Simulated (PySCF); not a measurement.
All values below come from PBE-D3(BJ)/def2-TZVP // B3LYP-D3(BJ)/def2-TZVP (PySCF). All species are isolated molecules in the gas phase. One relaxed conformer stands for a flexible species; it need not be the lowest. Excitations are Tamm–Dancoff values on a coarser integration grid. The basis has no diffuse functions, so Rydberg states are missing or too high.

Reference species (SMILES): `[OH][Ge]([OH])([OH])[SH]` (neutral, multiplicity 1).

```
Item               Result
---------------  --------
S1–T1 gap (TDA)   0.38 eV
HOMO             -6.55 eV
```

Changed species: `[SH][Ge]([OH])([SH])[SH]` (3 of 4 OH replaced by SH; the reference has 1 of 4 OH replaced by SH).

Q: Give the shifts of the S1–T1 gap (TDA) and HOMO.

A: the S1–T1 gap (TDA) drops by 0.06 eV, to 0.32 eV; the HOMO rises by 0.28 eV, to -6.27 eV.
